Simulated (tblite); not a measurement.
Compound: C6H5N2O (doublet state).
SMILES with atom numbers: `[CH2:1]=[N:2][C@@H:3]1[C:4]=[CH:5][C@@H:6]([C:7]#[N:8])[O:9]1` (hydrogens: H10, H11 on C1; H12 on C3; H13 on C5; H14 on C6)

Structure used (GFN2-xTB), in Å, numbered top down from 1:
```
atom  x, y, z in Å
C1    -2.5619    0.0702    0.4421
N2    -1.8509   -0.9583    0.4948
C3    -0.5127   -0.9947    0.0142
C4     0.4300   -1.2783    1.1333
C5     1.3176   -0.3494    1.3325
C6     1.0709    0.7228    0.2562
C7     2.2646    0.8758   -0.5506
N8     3.2116    0.9818   -1.1816
O9    -0.0085    0.2396   -0.5335
H10   -3.5681    0.0028    0.8284
H11   -2.2409    1.0261    0.0271
H12   -0.4762   -1.7713   -0.7633
H13    2.1094   -0.2614    2.0470
H14    0.8146    1.6939    0.7112
```

All values are computed: GFN2-xTB (tblite) harmonic vibrations without scaling, gas phase. Errors from tens to a few hundred cm⁻¹ against measured bands are possible. One conformer, not necessarily the lowest. Open shells enter through the occupations alone, without spin polarisation, and single modes of such species can be off by tens of per cent.

Harmonic wavenumbers (cm⁻¹): 50.7, 82.4, 132.1, 175.5, 257.6, 308.4, 444.8, 466.3, 508.3, 594.9, 624.8, 706.2, 755.2, 796.2, 869.0, 893.1, 945.9, 977.1, 987.4, 1017.0, 1059.6, 1111.6, 1122.4, 1144.7, 1195.0, 1237.8, 1246.8, 1404.3, 1710.0, 1755.7, 2392.4, 2826.7, 2874.0, 2944.6, 3076.7, 3181.7.

A = 4501, B = 1105, C = 988.6 MHz; mass 121.040 u (most abundant isotopes); point group C1, symmetry number 1; spin multiplicity 2.

**Question.** Zero-point energy?

**Answer.** ½Σν̃ = 20938 cm⁻¹ = 250.48 kJ/mol.

**Question.** What is S at 273.15 K and 1 bar for an ideal gas of classical rigid rotors and harmonic oscillators?

**Answer.** Translation 166.85, rotation 118.45, vibration 83.19, spin (R ln 2) 5.76: S = 374.2 J/(mol K).

**Question.** And Cp and H(273.15 K) − H(0)?

**Answer.** Cp = 123.84 J/(mol K), of which vibrations give 90.59 (their classical limit is 36 R = 299.3); H(273.15 K) − H(0) = 21.20 kJ/mol without the zero-point energy, 12.12 from vibrations.

**Question.** How do the functions run with temperature in this model?

**Answer.** 
```
 T (K)  S (J/(mol K))  Cp (J/(mol K))  H − H(0) (kJ/mol)  G − H(0) (kJ/mol)  ln q(vib)
    50          244.6            50.1               2.00             -10.23       0.39
   100          284.6            66.4               4.93             -23.53       1.31
298.15          385.5           132.7              24.41             -90.52       5.16
373.15          418.0           157.7              35.32            -120.66       6.64
   500          469.2           192.3              57.63            -176.99       9.15
   750          556.5           237.2             111.82            -305.57      13.95
  1000          628.8           264.6             174.80            -454.00      18.41
```

q(vib) and H(0) count from the zero-point level.

**Question.** What must be added to the electronic energy to get the Gibbs energy at 273.15 K and 1 bar?

**Answer.** ZPE + [H(273.15 K) − H(0)] − T·S = 250.48 + 21.20 − 102.23 = 169.45 kJ/mol.

Hindered rotation and anharmonicity are outside this model. Other conformers, if any are populated, would add a mixing term that is left out. The structure is chiral; the term R ln 2 for an equal mix with its mirror image is left out.
